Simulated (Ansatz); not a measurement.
CH8FNSi2 can be A, `N[SiH](F)C[SiH3]`, or B, `C[SiH](F)[SiH2]N`.

Computed with Ansatz on PBE0-D4/def2-TZVP structures; ΔE is electronic, products minus reactants. CCSD(T)/CBS adds triple-zeta CCSD(T) − MP2 to the extrapolated MP2 energy (def2 sets, frozen cores). DFT in def2-TZVPP. B3LYP here is the variant with VWN-RPA as its local correlation; programs differ in this. One conformer a species, not always the lowest.

A:

```xyz
13

N    -1.001   -1.580    0.472
Si   -1.332   -0.013   -0.099
F    -2.445    0.024   -1.259
C     0.218    0.734   -0.787
Si    1.699    0.607    0.356
H    -0.398   -2.214   -0.026
H    -1.650   -2.073    1.061
H    -1.912    0.763    1.020
H     0.022    1.787   -1.012
H     0.461    0.252   -1.740
H     1.338    1.035    1.733
H     2.189   -0.795    0.405
H     2.811    1.472   -0.125
```

B:

```xyz
13

C     0.447   -0.393   -1.874
Si   -0.893    0.367   -0.825
F    -2.307   -0.279   -1.253
Si   -0.537   -0.015    1.466
N     1.134    0.310    1.771
H     0.529   -1.469   -1.704
H     1.411    0.069   -1.637
H     0.249   -0.227   -2.936
H    -0.984    1.824   -1.118
H    -1.320    0.931    2.307
H    -1.002   -1.394    1.820
H     1.436    0.479    2.717
H     1.839   -0.204    1.266
```

Question: Which is lower in electronic energy at CCSD(T)/CBS, and by how much? (An estimate is asked.)

Answer: The calculation gave: A, by 12.0 kcal/mol.

Question: Give E(B) − E(A) in kcal/mol with HF/def2-TZVPP, r2SCAN-D4, PBE0-D4, CCSD/def2-TZVPP, ωB97M-V, B3LYP-D4, PBE-D4. (An estimate is asked.)

Answer: Ansatz gave: HF/def2-TZVPP 12.3, r2SCAN-D4 11.2, PBE0-D4 9.9, CCSD/def2-TZVPP 12.3, ωB97M-V 13.3, B3LYP-D4 10.7, PBE-D4 8.7. None reverses the order clearly.

Largest T1 diagnostic: 0.011.

From PBE to PBE0 (25 % exact exchange), in def2-TZVPP and without D4, E(B) − E(A) moves by +1.3 kcal/mol.
